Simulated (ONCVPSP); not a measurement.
# What one change does to a pseudopotential (lead (Pb), ONCV)

| Quantity | Value |
| --- | --- |
| Element | Pb |
| Generator | ONCVPSP 4.0.1 |
| Type | optimised norm-conserving Vanderbilt (ONCV) |
| Functional | PBE |
| Relativity | scalar-relativistic |
| Frozen core | [Kr] 4d10 4f14 |
| Valence charge | 22 |
| Reference configuration | 5s2 5p6 5d10 6s2 6p2 |
| Partial waves | 5s+6s: rc 1.45 bohr, ncon 4, nbas 9, qcut 6.9 1/bohr, 2 projectors; 5p+6p: rc 1.70 bohr, ncon 3, nbas 7, qcut 10 1/bohr, 2 projectors; 5d: rc 1.45 bohr, ncon 4, nbas 9, qcut 9.4 1/bohr, 2 projectors, debl 3.2 Ha |
| Local potential | polynomial inside 0.95 bohr (lpopt 5, dvloc0 -1 Ha) |
| Core correction | Teter function, fcfact 3.25, rcfact 1.7 |

Change: s: qcut 5.2.

Cutoffs: the cutoffs (Ha) at which the residual kinetic energy of the hardest occupied pseudo-wave falls to 1 and 0.1 mHa per electron; they do not see the model core or the augmentation charge, which bear on the density cutoff. Errors are all-electron minus pseudo energies relative to the spin-unpolarised reference configuration.

Q: Predict the effect on cutoff, ghosts and configuration errors.

A: The potential gets harder (26 Ha and 55 Ha → 32 Ha and 131 Ha); the errors of the 4 common tests hardly move; neither file shows a bound ghost.

```tsv
quantity	base	changed
cutoff, loose	26 Ha	32 Ha
cutoff, tight	55 Ha	131 Ha
loose cutoff by channel	s 22 Ha, p 22 Ha, d 26 Ha	s 32 Ha, p 22 Ha, d 26 Ha
bound ghosts	none	none
GHOST(+) flags under 300 eV	s at 30.7 eV	s at 18.7 eV
error for 5s2 5p6 5d10 6s2 6p1, meV [ΔE 6.58 eV]	-2.9	-2.9
error for 5s2 5p6 5d10 6s2 6p0, meV [ΔE 20.02 eV]	-10	-9.9
error for 5s2 5p6 5d10 6s1 6p0, meV [ΔE 52.43 eV]	-34	-35
error for 5s2 5p6 5d10 6s2 6p1.5, meV [ΔE 2.49 eV]	-1.0	-1.0
s: phases at 1.47 bohr within 0.05 rad from the reference energy up to (Ha; the scan ends near 5)	0.8	0.4
p: phases at 1.72 bohr within 0.05 rad from the reference energy up to (Ha; the scan ends near 5)	to the end of the scan	to the end of the scan
d: phases at 1.47 bohr within 0.05 rad from the reference energy up to (Ha; the scan ends near 5)	to the end of the scan	to the end of the scan
rms error of d²Exc/dni dnj with the model core, mHa	2.34	2.38
```
